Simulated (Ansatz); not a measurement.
Consider the substitution at a C–Si bond: `[SiH3][CH2][SnH2][Cl]` + H–F → `F[CH2][SnH2][Cl]` + SiH₄.

Calculated with Ansatz (gas phase, PBE0-D4/def2-TZVP geometries, no zero-point term in ΔE). CBS: MP2 limit from def2 TZ/QZ plus the TZ coupled-cluster correction, frozen cores. This one scheme is used for every species. Functionals use def2-TZVPP. Elements past krypton have def2 core potentials. For Sn outer-core shells are correlated without core-valence functions, which leaves a few kJ/mol of doubt a bond. One conformer a species, not always the lowest.

```csv
level,ΔE (kJ/mol)
PBE-D4,110.8
ωB97M-V,115.7
CCSD/def2-TZVPP,122.2
SCS-MP2/def2-QZVPP,130.1
```

Task: What does CCSD(T)/CBS give? (Best estimate.)

Result: Computed: +131.4 kJ/mol. The listed levels differ from it by -20.6, -15.7, -9.2, -1.3 kJ/mol.

Largest T1 diagnostic among the species: 0.012.

The D4 term adds +12.1 kJ/mol with B3LYP and +6.8 kJ/mol with PBE0; it sums over pairs of atoms, weighted by their polarisabilities, and B3LYP, whose exchange is more repulsive, gets the larger term. In def2-TZVPP, CCSD(T) changes the Hartree–Fock value by +27.4 kJ/mol (the triples alone add +2.7 kJ/mol) and MP2 by +43.2 kJ/mol.

B3LYP here is the variant with VWN-RPA as its local correlation; programs differ in this.
